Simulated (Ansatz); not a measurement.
Cost and result for the atomization energy of `COB(N)Br` (10 atoms, 9 bonds).

Cartesian coordinates in Å:
```
C 0.8645 -1.4191 -0.3953
O 0.5750 -0.2476 0.3361
B -0.4556 0.5834 0.0677
N -0.6661 1.7224 0.8440
Br -1.6903 0.2332 -1.4075
H 0.0291 -2.1225 -0.3613
H 1.0849 -1.1874 -1.4401
H 1.7401 -1.8785 0.0631
H -0.0631 1.9523 1.6148
H -1.4185 2.3638 0.6785
```

Charge 0, multiplicity 1. Correlated methods include outer-core shells of Br, which these sets cover unevenly. Scalar relativity is left out up to krypton. All single points use the PBE0-D4/def2-TZVP geometry. It is one conformer, not always the lowest. Program: Ansatz. Hardware: A = 2 threads of an AMD EPYC 7R13 on a shared host; B = 2 threads of an AMD EPYC 7R13 on a shared host and a share of an NVIDIA H100 80 GB. Times are those of one run each, without the atoms' runs, and a repeat can differ threefold. Electronic energies, without spin–orbit coupling; frozen cores. CCSD(T)/CBS adds CCSD(T) − MP2 in def2-TZVPP to the MP2 limit, and its time is that of the two runs behind it. T1 = 0.010. With those shells the extrapolation isn't a true limit. B3LYP takes the VWN-RPA correlation (the form of Gaussian; ORCA's B3LYP/G).

CCSD(T)/CBS is a level of theory with its own doubt, some kJ/mol a heavy atom from the limit and from the frozen cores, so smaller differences don't rank the functionals.

```json
{"level": "CCSD(T)/def2-TZVPP [B]", "functions": "242", "wall time": "3 s", "atomization (kJ/mol)": "3774.3", "difference from CCSD(T)/CBS": "-108.8", "per bond": "-12.1"}
{"level": "MP2/def2-QZVPP [B]", "functions": "467", "wall time": "3.5 s", "atomization (kJ/mol)": "3928.8", "difference from CCSD(T)/CBS": "45.7", "per bond": "5.1"}
{"level": "PBE-D4/def2-TZVPP (with forces) [A]", "functions": "242", "wall time": "4.1 s", "atomization (kJ/mol)": "3982.3", "difference from CCSD(T)/CBS": "99.2", "per bond": "11.0"}
{"level": "PBE0-D4/def2-TZVPP [A]", "functions": "242", "wall time": "4.9 s", "atomization (kJ/mol)": "3900.5", "difference from CCSD(T)/CBS": "17.4", "per bond": "1.9"}
{"level": "CCSD(T)/CBS(def2)", "functions": "–", "wall time": "6.5 s", "atomization (kJ/mol)": "3883.1", "difference from CCSD(T)/CBS": "0.0", "per bond": "0.0"}
{"level": "r2SCAN-D4/def2-TZVPP (with forces) [A]", "functions": "242", "wall time": "7.5 s", "atomization (kJ/mol)": "3899.7", "difference from CCSD(T)/CBS": "16.6", "per bond": "1.8"}
{"level": "B3LYP-D4/def2-TZVPP (with forces) [A]", "functions": "242", "wall time": "8 s", "atomization (kJ/mol)": "3890.5", "difference from CCSD(T)/CBS": "7.4", "per bond": "0.8"}
{"level": "B2PLYP/def2-TZVPP [A]", "functions": "242", "wall time": "9 s", "atomization (kJ/mol)": "3850.8", "difference from CCSD(T)/CBS": "-32.3", "per bond": "-3.6"}
{"level": "ωB97X-V/def2-TZVPP [A]", "functions": "242", "wall time": "11 s", "atomization (kJ/mol)": "3889.8", "difference from CCSD(T)/CBS": "6.7", "per bond": "0.7"}
{"level": "ωB97M-V/def2-TZVPP (with forces) [A]", "functions": "242", "wall time": "15 s", "atomization (kJ/mol)": "3899.7", "difference from CCSD(T)/CBS": "16.6", "per bond": "1.8"}
```

The D4 term adds +32.0 kJ/mol with B3LYP and +16.7 kJ/mol with PBE0; it sums over pairs of atoms, weighted by their polarisabilities, and B3LYP, whose exchange is more repulsive, gets the larger term. In def2-TZVPP, CCSD(T) changes the Hartree–Fock value by +967.4 kJ/mol (the triples alone add +61.0 kJ/mol) and MP2 by +1057.9 kJ/mol; breaking electron pairs costs correlation energy, which Hartree–Fock lacks. From PBE to PBE0 (25 % exact exchange), in def2-TZVPP and without D4, the atomization energy moves by −78.7 kJ/mol: exact exchange takes away binding that semilocal exchange gives to molecules.
